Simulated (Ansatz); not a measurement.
Born–Oppenheimer molecular dynamics of ClGaH$_{6}$Si (9 atoms, charge 0, multiplicity 1). It starts at the highest image of a converged band. Of that band: Neighbouring images differ by up to 1.2 eV, so the band resolves the path poorly. A vibrational analysis at the climbing image gives one clearly imaginary mode, 1276i cm⁻¹: a first-order saddle point.

Theory: RKS PBE0-D4/def2-SVP in Ansatz.

```json
{
 "ensemble": "NVE (velocity Verlet)",
 "time step": "0.5 fs",
 "steps asked": "200",
 "starting velocities drawn for": "100 K",
 "seed": "3415"
}
```

First frame:

```xyz
9
Properties=species:S:1:pos:R:3
Ga -0.063 -0.192 -0.025
H 0.040 0.407 1.577
H 1.294 -0.103 -0.745
Cl -2.043 0.253 -0.750
Si -0.293 -2.592 0.987
H -0.771 -3.248 -0.269
H 1.015 -3.189 1.396
H -1.309 -2.827 2.058
H -0.116 -0.744 1.549
```

Task: How far do the bonds stretch over the last three quarters of this one trajectory? (Pairs bonded in most of those frames.)

Result: 
| bond | mean (Å) | spread (Å) | shortest | longest |
| --- | --- | --- | --- | --- |
| Ga1–H3 | 1.579 | 0.033 | 1.53 | 1.63 |
| Ga1–Cl4 | 2.165 | 0.016 | 2.14 | 2.18 |
| Ga1–Si5 | 2.378 | 0.094 | 2.26 | 2.56 |
| H2–H9 | 0.769 | 0.041 | 0.71 | 0.84 |
| Si5–H6 | 1.494 | 0.022 | 1.46 | 1.53 |
| Si5–H7 | 1.496 | 0.011 | 1.48 | 1.52 |
| Si5–H8 | 1.502 | 0.019 | 1.47 | 1.53 |

Mean temperature of the second half: 1228 K. The conserved energy stayed within 0.17 meV per atom of its start (net change -0.13 meV per atom), so the integration is sound. The kinetic energy rose, since the run started high on the potential surface and went downhill. It ends in pieces (ClGaH4Si + H2), so much of that is their flight and rotation, not heat. A run of 0.1 ps of so small a system gives no equilibrium averages. The orbitals stay closed-shell, which can raise the energy where a bond breaks towards radicals; this wasn't checked here.

Time of the run: 6.4 min on 2 threads of Intel(R) Xeon(R) Platinum 8375C CPU @ 2.90GHz (Ice Lake) (shared host), peak memory 0.25 GiB.
